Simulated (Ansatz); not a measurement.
Start from `[AlH2][SiH2][SiH2]Cl` and change one atom or group to get `B[SiH2][SiH2]Cl`.

Ansatz, PBE0-D4/def2-TZVP geometries, multiplicity 1. Each molecule was computed in one conformer, which needn't be the lowest.

```
                                          property  `[AlH2][SiH2][SiH2]Cl`
                 LUMO energy (PBE/def2-TZVPP) / eV                   -2.19
    size of the dipole moment (PBE/def2-TZVPP) / D                    1.95
size of the dipole moment (ωB97M-V/def2-TZVPP) / D                    2.00
               HOMO–LUMO gap (PBE/def2-TZVPP) / eV                    4.02
             HOMO energy (ωB97M-V/def2-TZVPP) / eV                   -9.16
             LUMO energy (ωB97M-V/def2-TZVPP) / eV                    0.30
```

What does the change do to each property? (Estimate.)

The calculation gave: 
```json
{"property": "LUMO energy (PBE/def2-TZVPP) / eV", "`B[SiH2][SiH2]Cl`": "-2.21", "shift": "-0.02"}
{"property": "size of the dipole moment (PBE/def2-TZVPP) / D", "`B[SiH2][SiH2]Cl`": "1.71", "shift": "-0.24"}
{"property": "size of the dipole moment (ωB97M-V/def2-TZVPP) / D", "`B[SiH2][SiH2]Cl`": "1.77", "shift": "-0.23"}
{"property": "HOMO–LUMO gap (PBE/def2-TZVPP) / eV", "`B[SiH2][SiH2]Cl`": "4.33", "shift": "0.31"}
{"property": "HOMO energy (ωB97M-V/def2-TZVPP) / eV", "`B[SiH2][SiH2]Cl`": "-9.69", "shift": "-0.53"}
{"property": "LUMO energy (ωB97M-V/def2-TZVPP) / eV", "`B[SiH2][SiH2]Cl`": "0.48", "shift": "0.18"}
```

With PBE0 the HOMO falls by 0.43 eV and the LUMO rises by 0.08 eV, so the gap widens by about 0.51 eV. PBE moves the HOMO by -0.33 eV and ωB97M-V by -0.53 eV. Dipoles are sizes alone; their direction can turn.
